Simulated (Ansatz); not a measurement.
Abridged output of a molecular run in Ansatz:

```
Functional definition: HF
1555 factors; integrals over basis functions are off by at most 1.1e-3 eV
mean field evaluation 1: about -79020.9219 eV, gradient 4.5e1 eV
mean field evaluation 2: about -79021.2058 eV, gradient 4.5e1 eV
mean field evaluation 4: about -79025.0553 eV, gradient 3.4e0 eV
mean field evaluation 8: about -79025.1169 eV, gradient 3.0e-1 eV
mean field -79025.11722304 eV, -2904.1194927983 hartree, gradient 4.5e-6 eV, S^2 0.000000; 0 other end points of the search recorded, 0 dependent functions left out
17 core orbitals not correlated: weight in the atoms' cores, before any rotation towards them, 1.000 or more for the frozen orbitals, at most 0.000 for the correlated occupied ones
reference -79025.11722304 eV, -2904.1194927983 hartree; 21, 21 occupied and 215, 215 virtual orbitals, 1555 factors
second order -28.81244381 eV of doubles, -0.00000000 eV of singles
cycle   1  -28.77387261 eV  change    3.9e-2 eV  update   1.1e-1
cycle   2  -29.42357479 eV  change   -6.5e-1 eV  update   3.1e-2
cycle   3  -29.55352862 eV  change   -1.3e-1 eV  update   1.5e-2
cycle   4  -29.53755187 eV  change    1.6e-2 eV  update   3.4e-3
cycle   5  -29.53612446 eV  change    1.4e-3 eV  update   1.6e-3
cycle   6  -29.53706617 eV  change   -9.4e-4 eV  update   4.9e-4
cycle   7  -29.53678293 eV  change    2.8e-4 eV  update   1.9e-4
cycle   8  -29.53667488 eV  change    1.1e-4 eV  update   6.1e-5
cycle   9  -29.53669985 eV  change   -2.5e-5 eV  update   2.6e-5
perturbative correction -1.04626857 eV, -0.0384496607 hartree
Total energy: -79055.70019146 eV, -2905.2433961579 hartree
```

Its atoms:

```xyz
10

C     1.162   -0.732   -1.099
Se   -0.710   -0.211   -1.371
Si   -1.122    0.203    0.806
O    -0.175    1.380    1.419
F    -2.660    0.619    0.860
H     1.726    0.088   -0.660
H     1.219   -1.616   -0.468
H     1.558   -0.963   -2.085
H    -0.905   -0.959    1.688
H    -0.093    2.190    0.910
```

**Question.** Which basis set was used?
A. def2-TZVPP
B. def2-QZVPP
C. cc-pV(Q+d)Z
D. def2-SVPD

**Answer.** A. It gives 253 functions.

**Question.** Write the keys of the input that set method, charge and spin (a neutral closed shell needs none for the last two).

**Answer.** 
```yaml
correlation: {method: ccsd_t}
```
